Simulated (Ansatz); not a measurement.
Consider the formal exchange of groups at a B–Si bond: `[SiH3]B([SiH3])[SiH3]` + CH₄ → `CB([SiH3])[SiH3]` + SiH₄.

Calculated with Ansatz (gas phase, PBE0-D4/def2-TZVP geometries, no zero-point term in ΔE). CBS: MP2 limit from def2 TZ/QZ plus the TZ coupled-cluster correction, frozen cores. This one scheme is used for every species. DFT in def2-TZVPP.

```tsv
species	PBE0-D4 energy (Eh)
`[SiH3]B([SiH3])[SiH3]`	-898.30918
CH₄	-40.47612
`CB([SiH3])[SiH3]`	-647.02650
SiH₄	-291.75788
```

(1) Work out ΔE.

Largest T1 diagnostic among the species: 0.015.

Results:

(1) ΔE = (-647.02650) + (-291.75788) − (-898.30918) − (-40.47612) = 0.00092 Eh = +0.03 eV. CCSD(T)/CBS gives -0.01 eV.

The D4 term adds +0.04 eV with B3LYP and +0.02 eV with PBE0; it sums over pairs of atoms, weighted by their polarisabilities, and B3LYP, whose exchange is more repulsive, gets the larger term. In def2-TZVPP, CCSD(T) changes the Hartree–Fock value by +0.08 eV (the triples alone add +0.01 eV) and MP2 by +0.04 eV. From BLYP to BHLYP (50 % exact exchange), in def2-TZVPP and without D4, ΔE moves by −0.04 eV.

B3LYP here is the variant with VWN-RPA as its local correlation; programs differ in this.
